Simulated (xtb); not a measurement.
Harmonic IR lines of one isomer of C3H2F2, unscaled. Level of theory: GFN2-xTB run with xtb 6.7.1.

| wavenumber (cm⁻¹) | relative intensity |
|---|---|
| 295 | 4.9 |
| 785 | 32 |
| 1008 | 58 |
| 1189 | 3.2 |
| 1257 | 59 |
| 1312 | 6.6 |
| 2474 | 100 |
| 2916 | 6.9 |
| 2925 | 8.7 |

Q: Which structure gives these lines?
(A) `FC=C=CF`
(B) `FC#CCF`
(C) `FC1=C[C@@H]1F`
(D) `C#CC(F)F`

A: B, `FC#CCF`
